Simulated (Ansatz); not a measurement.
Calculation: PBE-D3(BJ)/def2-TZVP in Ansatz (a first-principles code). No frequencies were computed at this level.

Ansatz 0.2 input:
```yaml
crystal:
  periodic: [false, false, false]
  atoms:
    - { symbol: C, position_ang: [1.514512, -0.236371, -1.332751] }
    - { symbol: C, position_ang: [0.718786, 0.684754, -0.804258] }
    - { symbol: C, position_ang: [-0.312202, 0.435283, 0.191333] }
    - { symbol: C, position_ang: [-1.042387, 1.461007, 0.637172] }
    - { symbol: Si, position_ang: [-0.61174, -1.316442, 0.842834] }
    - { symbol: H, position_ang: [1.451455, -1.274297, -1.051649] }
    - { symbol: H, position_ang: [2.26017, 0.015069, -2.068447] }
    - { symbol: H, position_ang: [0.821157, 1.717859, -1.120514] }
    - { symbol: H, position_ang: [-0.892092, 2.471003, 0.282317] }
    - { symbol: H, position_ang: [-1.817992, 1.333747, 1.373544] }
    - { symbol: H, position_ang: [0.602666, -1.82589, 1.4873] }
    - { symbol: H, position_ang: [-1.697272, -1.263105, 1.82365] }
    - { symbol: H, position_ang: [-0.995062, -2.202618, -0.260529] }
basis:
  gaussian: { orbitals: def2-tzvp }
hamiltonian:
  xc: pbe
  dispersion: d3bj
relax:
  max_steps: 150
```

Output:

```
Functional definition: PBE
1324 factors; their error is unknown
mean field evaluation 1: about -12132.9911 eV, gradient 7.2e1 eV
mean field evaluation 2: about -12108.7124 eV, gradient 1.2e2 eV
mean field evaluation 4: about -12145.5559 eV, gradient 1.9e1 eV
mean field evaluation 8: about -12146.3935 eV, gradient 1.8e-1 eV
mean field evaluation 16: about -12146.3547 eV, gradient 6.8e-3 eV
mean field -12146.35468347 eV, -446.3703015228 hartree, gradient 2.8e-5 eV, S^2 0.000000; 0 other end points of the search recorded, 0 dependent functions left out
reference -12146.35473040 eV, -446.3703032474 hartree; 23, 23 occupied and 186, 186 virtual orbitals, 1324 factors
relax step   1: F+E_penalty+E_count = -12146.66203989 eV  Δ(F+E_penalty+E_count) = +0.000e0 eV  max|allowed force component| = 7.172e-1 eV/Å  Δτ_max = 0.0000 Å  (31 SCF iters, accepted)
these checks for a lower state are left out or cut short: starts, cluster_reference, orbital_swaps, neighbouring_geometries, increment
1324 factors; their error is unknown
mean field -12146.41472451 eV, -446.3725079900 hartree, gradient 1.3e-5 eV, S^2 0.000000; 0 other end points of the search recorded, 0 dependent functions left out
reference -12146.41477154 eV, -446.3725097184 hartree; 23, 23 occupied and 186, 186 virtual orbitals, 1324 factors
relax step   2: F+E_penalty+E_count = -12146.72042555 eV  Δ(F+E_penalty+E_count) = -5.839e-2 eV  max|allowed force component| = 2.494e-1 eV/Å  Δτ_max = 0.0281 Å  (34 SCF iters, accepted)
these checks for a lower state are left out or cut short: starts, cluster_reference, orbital_swaps, neighbouring_geometries, increment
1324 factors; their error is unknown
mean field evaluation 32: about -12146.4208 eV, gradient 2.9e-4 eV
mean field -12146.42080447 eV, -446.3727314246 hartree, gradient 1.4e-5 eV, S^2 0.000000; 0 other end points of the search recorded, 0 dependent functions left out
reference -12146.42085154 eV, -446.3727331544 hartree; 23, 23 occupied and 186, 186 virtual orbitals, 1324 factors
relax step   3: F+E_penalty+E_count = -12146.72603323 eV  Δ(F+E_penalty+E_count) = -5.608e-3 eV  max|allowed force component| = 3.251e-2 eV/Å  Δτ_max = 0.0148 Å  (34 SCF iters, accepted)
these checks for a lower state are left out or cut short: starts, cluster_reference, orbital_swaps, neighbouring_geometries, increment
1324 factors; their error is unknown
mean field -12146.42082440 eV, -446.3727321571 hartree, gradient 1.4e-5 eV, S^2 0.000000; 0 other end points of the search recorded, 0 dependent functions left out
reference -12146.42087146 eV, -446.3727338864 hartree; 23, 23 occupied and 186, 186 virtual orbitals, 1324 factors
relax step   4: F+E_penalty+E_count = -12146.72607277 eV  Δ(F+E_penalty+E_count) = -3.955e-5 eV  max|allowed force component| = 3.350e-2 eV/Å  Δτ_max = 0.0056 Å  (33 SCF iters, accepted)
these checks for a lower state are left out or cut short: starts, cluster_reference, orbital_swaps, neighbouring_geometries, increment
1324 factors; their error is unknown
mean field -12146.42093634 eV, -446.3727362707 hartree, gradient 1.4e-5 eV, S^2 0.000000; 0 other end points of the search recorded, 0 dependent functions left out
reference -12146.42098339 eV, -446.3727379996 hartree; 23, 23 occupied and 186, 186 virtual orbitals, 1324 factors
relax step   5: F+E_penalty+E_count = -12146.72619622 eV  Δ(F+E_penalty+E_count) = -1.234e-4 eV  max|allowed force component| = 2.464e-3 eV/Å  Δτ_max = 0.0032 Å  (35 SCF iters, accepted)
1324 factors; their error is unknown
mean field evaluation 64: about -12146.4592 eV, gradient 1.9e-1 eV
mean field -12146.42093634 eV, -446.3727362707 hartree, gradient 1.4e-5 eV, S^2 0.000000; 1 other end points of the search recorded, 0 dependent functions left out
reference -12146.42098339 eV, -446.3727379996 hartree; 23, 23 occupied and 186, 186 virtual orbitals, 1324 factors
Total energy: -12146.72624326 eV, -446.3839560931 hartree
Atom 0 at     1.533190    -0.242720    -1.348735 Å, force     0.000834     0.000888    -0.000590 eV/Å
Atom 1 at     0.728312     0.690769    -0.814251 Å, force     0.001126    -0.000879    -0.000636 eV/Å
Atom 2 at    -0.307625     0.443931     0.185545 Å, force    -0.001399    -0.001105     0.001132 eV/Å
Atom 3 at    -1.061161     1.462781     0.654190 Å, force    -0.000496    -0.001137     0.000286 eV/Å
Atom 4 at    -0.614810    -1.296388     0.841425 Å, force    -0.002464    -0.000530     0.002242 eV/Å
Atom 5 at     1.467859    -1.295445    -1.062320 Å, force     0.000332    -0.000103    -0.000268 eV/Å
Atom 6 at     2.287079     0.014392    -2.092962 Å, force     0.000195    -0.000111    -0.000357 eV/Å
Atom 7 at     0.838085     1.733259    -1.139084 Å, force     0.000424     0.001000    -0.000635 eV/Å
Atom 8 at    -0.913299     2.488094     0.297844 Å, force    -0.000487     0.000762     0.000462 eV/Å
Atom 9 at    -1.843101     1.313394     1.400653 Å, force     0.000827    -0.000067    -0.000368 eV/Å
Atom 10 at     0.609608    -1.851408     1.499270 Å, force    -0.000111     0.000391    -0.000063 eV/Å
Atom 11 at    -1.723948    -1.229684     1.840642 Å, force     0.001233     0.000660    -0.001228 eV/Å
Atom 12 at    -1.000190    -2.230978    -0.262215 Å, force    -0.000013     0.000232     0.000023 eV/Å
Dipole moment:     0.024190     0.140037    -0.052321 e Å
```

Cost: about 40 core-seconds (a rough figure).
